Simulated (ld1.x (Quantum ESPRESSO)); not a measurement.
**Configuration tests for lanthanum (TM)**

| Property | Result |
| --- | --- |
| Element | lanthanum |
| Generator | ld1.x (Quantum ESPRESSO) 7.5 |
| Type | norm-conserving Troullier–Martins (Kleinman–Bylander form) |
| Functional | LDA (PZ) |
| Relativity | scalar-relativistic |
| Frozen core | [Xe] |
| Valence charge | 3 |
| Reference configuration | 4f1 5d0 6s2 6p0 |
| Partial waves | 6s (bound): rc 3.94 bohr; 6p (bound, empty): rc 4.86 bohr; 4f (bound): rc 2.32 bohr; 5d (bound, empty): rc 2.94 bohr |
| Local potential | the d channel |
| Core correction | none |

Energies are relative to the spin-unpolarised reference configuration 4f1 5d0 6s2 6p0; without spin polarisation the order of configurations can differ from experiment. Not all tests gave a result: 5 of 9 tests not solved or not reliable. Left out of the table: 4f0 5d1 6s1 6p0 (solver errors, printed error -1.6 eV); 4f0 5d1 6s1.5 6p0 (solver errors, printed error -4.7 eV); 4f0 5d0 6s2 6p1 (solver errors, printed error -20.5 eV); 4f1 5d0 6s2 6p0 (spin-polarised) (solver errors, printed error -25.5 eV); 4f0 5d1 6s2 6p0 (spin-polarised) (solver errors, printed error -34.1 eV).

Q: Give the all-electron excitation energy and the error of the potential for: 4f0 5d1 6s2 6p0; 4f0 5d1 6s0 6p0; 4f0 5d2 6s0 6p0; 4f1 5d1 6s0 6p0.

A:

```tsv
valence configuration	charge	ΔE all-electron (eV)	error AE − PS (meV)
4f0 5d1 6s2 6p0	0	-0.606	+1001
4f0 5d1 6s0 6p0	+2	16.709	+970
4f0 5d2 6s0 6p0	+1	5.704	+1461
4f1 5d1 6s0 6p0	+1	6.471	+91
```

Levels in the configuration 4f0 5d2 6s0 6p0:

| level | all-electron (eV) | pseudo (eV) |
| --- | --- | --- |
| 5d | -7.368 | -7.827 |

These tests converged, but a pseudo level misses the all-electron one widely, so the file describes the atom poorly there or has found another state: 4f0 5d1 6s2 6p0: empty 4f by 2.9 eV (a node warning on the way); 4f0 5d1 6s0 6p0: empty 4f by 2.7 eV; 4f0 5d2 6s0 6p0: empty 4f by 2.8 eV.

Note: ghost states, extra bound levels that the all-electron valence spectrum of the same l lacks: s at -18.6 eV, p at -1.86 eV. A true bound ghost makes a file unfit for plane-wave use.
